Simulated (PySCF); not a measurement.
## Correlation energy of Ge⁺ (germanium, charge +1)

[Ar] 3d10 4s2 4p1, 2P determinant. Computed with PySCF 2.14 in def2-QZVPPD (12s7p5d4f1g, 95 functions), with the non-relativistic Hamiltonian (point nucleus). Frozen: [Ar] 3d10; 3 electrons correlated.

```tsv
level	correlation energy (mhartree)
CCSD	-52.80
(T)	-0.88
CCSD(T)	-53.68
```

Diagnostics: T1 = 0.011, D1 = 0.0252, largest double amplitude 0.096.

Cost of the coupled-cluster step: roughly 12 core-seconds, for 3 correlated electrons.

Iterations:

```
CC2 = 0
CCSD nocc = (np.int64(2), np.int64(1)), nmo = (81, 81)
frozen orbitals [[0, 1, 2, 3, 4, 5, 6, 7, 8, 9, 10, 11, 12, 13], [0, 1, 2, 3, 4, 5, 6, 7, 8, 9, 10, 11, 12, 13]]
max_cycle = 100
direct = 0
conv_tol = 1e-08
conv_tol_normt = 1e-06
diis_space = 8
diis_start_cycle = 0
Init t2, MP2 energy = -0.0398121690813434
Init E_corr(UCCSD) = -0.0398121690816721
cycle = 1  E_corr(UCCSD) = -0.0479041659734824  dE = -0.00809199689  norm(t1,t2) = 0.0468008
cycle = 2  E_corr(UCCSD) = -0.0507593979284809  dE = -0.00285523195  norm(t1,t2) = 0.0199873
cycle = 3  E_corr(UCCSD) = -0.052804176521076  dE = -0.00204477859  norm(t1,t2) = 0.009216
cycle = 4  E_corr(UCCSD) = -0.0527863393299693  dE = 1.78371911e-05  norm(t1,t2) = 0.00110795
cycle = 5  E_corr(UCCSD) = -0.0527996215267743  dE = -1.32821968e-05  norm(t1,t2) = 0.000133754
cycle = 6  E_corr(UCCSD) = -0.0527956201578838  dE = 4.00136889e-06  norm(t1,t2) = 2.18006e-05
cycle = 7  E_corr(UCCSD) = -0.0527969017567715  dE = -1.28159889e-06  norm(t1,t2) = 5.85631e-06
cycle = 8  E_corr(UCCSD) = -0.0527966711381576  dE = 2.30618614e-07  norm(t1,t2) = 1.30931e-06
cycle = 9  E_corr(UCCSD) = -0.0527966734603347  dE = -2.3221771e-09  norm(t1,t2) = 2.10624e-07
UCCSD converged
E(UCCSD) = -2075.142616725523  E_corr = -0.05279667346033472
UCCSD(T) correction = -0.000882304282026851
```
